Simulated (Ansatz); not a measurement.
Steps of a relaxation of CH6OS2Si (`OC([SiH3])(S)S`) with RKS PBE0-D4/def2-TZVP.

```sh
$ ansatz run in.yaml --threads 4 --pin off --events-out ev --progress --plain --max-ram 10444MiB
```

```yaml
crystal:
  periodic: [false, false, false]
  atoms:
    - {symbol: O, position_ang: [-1.075994, 1.090392, 0.161238]}
    - {symbol: C, position_ang: [-0.067778, 0.183486, -0.255934]}
    - {symbol: Si, position_ang: [0.238773, -1.145045, 1.125355]}
    - {symbol: S, position_ang: [1.550666, 1.057169, -0.534202]}
    - {symbol: S, position_ang: [-0.706737, -0.706006, -1.731935]}
    - {symbol: H, position_ang: [-0.607889, 1.769339, 0.690148]}
    - {symbol: H, position_ang: [1.116198, -2.262372, 0.635881]}
    - {symbol: H, position_ang: [-1.096762, -1.671180, 1.555785]}
    - {symbol: H, position_ang: [0.904664, -0.437553, 2.274570]}
    - {symbol: H, position_ang: [1.178694, 1.674536, -1.694016]}
    - {symbol: H, position_ang: [-1.368435, 0.390134, -2.206390]}
basis:
  gaussian: {orbitals: def2-TZVP}
hamiltonian: {xc: pbe0, dispersion: d4}
relax: {f_tol: 0.005, max_steps: 150}
```

Positions (Å) and forces (eV/Å) along the path, 11 of 17 steps:

```xyz
11
step=1 energy=-32717.5940 eV
O    -1.076    1.090    0.161    0.694    0.302    0.271
C    -0.068    0.183   -0.256    0.194   -0.154   -0.088
Si    0.239   -1.145    1.125   -0.013    0.027    0.034
S     1.551    1.057   -0.534   -0.751   -0.059   -0.371
S    -0.707   -0.706   -1.732   -0.064    0.745    0.266
H    -0.608    1.769    0.690   -0.428   -0.445   -0.366
H     1.116   -2.262    0.636   -0.195    0.270    0.064
H    -1.097   -1.671    1.556    0.277    0.121   -0.114
H     0.905   -0.438    2.275   -0.123   -0.143   -0.251
H     1.179    1.675   -1.694    0.166   -0.229    0.425
H    -1.368    0.390   -2.206    0.244   -0.433    0.131
11
step=2 energy=-32717.6384 eV
O    -1.071    1.088    0.166    0.220    0.081    0.136
C    -0.069    0.178   -0.243    0.143    0.048   -0.230
Si    0.239   -1.140    1.128   -0.009    0.039   -0.068
S     1.530    1.047   -0.532   -0.313   -0.066   -0.089
S    -0.700   -0.693   -1.716   -0.031    0.227    0.154
H    -0.618    1.764    0.692   -0.165   -0.115   -0.103
H     1.106   -2.236    0.618   -0.053    0.063    0.024
H    -1.088   -1.660    1.546    0.075    0.026   -0.011
H     0.909   -0.440    2.261   -0.035   -0.045   -0.059
H     1.173    1.646   -1.691    0.052   -0.103    0.170
H    -1.346    0.389   -2.208    0.116   -0.155    0.078
11
step=3 energy=-32717.6483 eV
O    -1.076    1.088    0.175   -0.038   -0.015   -0.034
C    -0.071    0.189   -0.243    0.086   -0.073    0.001
Si    0.240   -1.131    1.114   -0.009    0.005    0.016
S     1.517    1.043   -0.520   -0.079   -0.026   -0.004
S    -0.704   -0.698   -1.691    0.011    0.044    0.041
H    -0.638    1.767    0.700    0.004    0.055    0.039
H     1.098   -2.221    0.596    0.017   -0.027   -0.018
H    -1.078   -1.649    1.540   -0.029   -0.016    0.016
H     0.914   -0.442    2.243    0.027    0.010    0.031
H     1.178    1.614   -1.688    0.025    0.031   -0.036
H    -1.314    0.383   -2.205   -0.014    0.012   -0.054
11
step=7 energy=-32717.6519 eV rejected
O    -1.106    1.086    0.210    0.022   -0.006   -0.008
C    -0.105    0.187   -0.231   -0.030    0.005    0.032
Si    0.244   -1.135    1.123    0.006   -0.006   -0.007
S     1.474    1.043   -0.527    0.000   -0.002   -0.017
S    -0.753   -0.703   -1.660   -0.037    0.149   -0.085
H    -0.663    1.765    0.733    0.000   -0.007   -0.002
H     1.056   -2.247    0.572    0.000    0.008    0.003
H    -1.063   -1.629    1.616    0.005    0.004   -0.003
H     0.985   -0.450    2.214   -0.010    0.001   -0.005
H     1.134    1.623   -1.693    0.001   -0.005    0.010
H    -1.138    0.403   -2.336    0.043   -0.142    0.082
11
step=9 energy=-32717.6527 eV
O    -1.099    1.089    0.203    0.025   -0.009    0.004
C    -0.100    0.187   -0.233   -0.019    0.002   -0.006
Si    0.243   -1.134    1.121   -0.002    0.005    0.004
S     1.482    1.040   -0.529    0.006    0.003   -0.002
S    -0.746   -0.701   -1.665   -0.016    0.030   -0.017
H    -0.656    1.762    0.733   -0.010    0.001    0.000
H     1.068   -2.240    0.577    0.000    0.004    0.002
H    -1.066   -1.635    1.601    0.003   -0.002   -0.003
H     0.967   -0.445    2.221   -0.001   -0.003   -0.003
H     1.142    1.620   -1.694    0.000   -0.002    0.003
H    -1.170    0.401   -2.315    0.014   -0.030    0.017
11
step=10 energy=-32717.6527 eV
O    -1.099    1.090    0.207    0.014    0.003   -0.002
C    -0.102    0.187   -0.233   -0.007   -0.001    0.013
Si    0.242   -1.134    1.122    0.004   -0.004   -0.007
S     1.481    1.037   -0.531   -0.008   -0.001   -0.006
S    -0.754   -0.701   -1.662   -0.005    0.032   -0.007
H    -0.655    1.764    0.735   -0.003   -0.008   -0.004
H     1.072   -2.237    0.578    0.000    0.001    0.002
H    -1.065   -1.640    1.599    0.002    0.001    0.001
H     0.966   -0.444    2.222   -0.006    0.002   -0.001
H     1.140    1.617   -1.696    0.002    0.001    0.001
H    -1.160    0.403   -2.320    0.008   -0.024    0.010
11
step=11 energy=-32717.6529 eV
O    -1.097    1.092    0.213   -0.002    0.002   -0.001
C    -0.105    0.187   -0.232    0.002    0.005    0.003
Si    0.243   -1.135    1.121    0.002   -0.002    0.001
S     1.479    1.032   -0.537   -0.004   -0.004   -0.001
S    -0.765   -0.698   -1.659   -0.002    0.018   -0.005
H    -0.650    1.764    0.741    0.005   -0.007   -0.002
H     1.079   -2.234    0.581    0.000    0.002    0.001
H    -1.063   -1.647    1.597    0.000    0.000   -0.002
H     0.957   -0.439    2.223   -0.001    0.001    0.000
H     1.135    1.615   -1.700   -0.001    0.000    0.000
H    -1.148    0.406   -2.328    0.003   -0.015    0.006
11
step=14 energy=-32717.6531 eV
O    -1.080    1.105    0.229   -0.004    0.007    0.005
C    -0.110    0.185   -0.233    0.012   -0.001   -0.008
Si    0.241   -1.134    1.121   -0.001   -0.003    0.004
S     1.480    1.007   -0.568   -0.006    0.000   -0.003
S    -0.806   -0.694   -1.644   -0.005    0.019   -0.009
H    -0.617    1.758    0.767   -0.001   -0.002   -0.002
H     1.116   -2.213    0.601   -0.002    0.003    0.003
H    -1.063   -1.678    1.567    0.004    0.001   -0.001
H     0.912   -0.420    2.239   -0.002   -0.004   -0.004
H     1.113    1.619   -1.709    0.001   -0.002    0.004
H    -1.120    0.410   -2.349    0.005   -0.018    0.010
11
step=15 energy=-32717.6531 eV
O    -1.078    1.107    0.229    0.001    0.003    0.003
C    -0.110    0.185   -0.234    0.003   -0.001   -0.003
Si    0.240   -1.134    1.121   -0.001   -0.001    0.002
S     1.481    1.005   -0.571   -0.003    0.000   -0.002
S    -0.809   -0.694   -1.643    0.000    0.005    0.000
H    -0.614    1.757    0.769   -0.002   -0.003   -0.002
H     1.118   -2.212    0.603   -0.002    0.002    0.002
H    -1.064   -1.680    1.564    0.003    0.000    0.000
H     0.909   -0.420    2.240   -0.002   -0.002   -0.003
H     1.110    1.620   -1.709    0.001    0.000    0.001
H    -1.118    0.409   -2.350    0.001   -0.004    0.002
11
step=16 energy=-32717.6531 eV
O    -1.076    1.108    0.232    0.002    0.001    0.001
C    -0.110    0.185   -0.234   -0.002    0.000    0.000
Si    0.240   -1.134    1.121    0.000    0.000    0.000
S     1.481    1.002   -0.575    0.000    0.000    0.000
S    -0.814   -0.694   -1.641    0.000    0.000    0.001
H    -0.609    1.757    0.772   -0.001   -0.001   -0.001
H     1.122   -2.210    0.606    0.000    0.001    0.001
H    -1.063   -1.684    1.561    0.001    0.000    0.000
H     0.903   -0.418    2.242    0.000   -0.001   -0.001
H     1.107    1.622   -1.709    0.000    0.000    0.000
H    -1.115    0.408   -2.353    0.000    0.000   -0.001
11
step=17 energy=-32717.6531 eV
O    -1.074    1.110    0.234    0.001   -0.001   -0.001
C    -0.111    0.185   -0.234   -0.001    0.000    0.002
Si    0.240   -1.134    1.121    0.001    0.000    0.000
S     1.481    0.999   -0.579    0.000    0.000   -0.001
S    -0.819   -0.693   -1.639    0.000    0.001    0.000
H    -0.605    1.756    0.775    0.000    0.000    0.000
H     1.126   -2.207    0.608    0.000    0.000   -0.001
H    -1.063   -1.687    1.557    0.000    0.000    0.000
H     0.898   -0.416    2.243    0.000    0.001    0.000
H     1.104    1.624   -1.710    0.000    0.000    0.000
H    -1.111    0.408   -2.356    0.000   -0.001    0.000
```

It took 55 s on 4 threads of an Intel Xeon 6975P-C on a shared host, with 0.68 GiB of host memory at the peak.
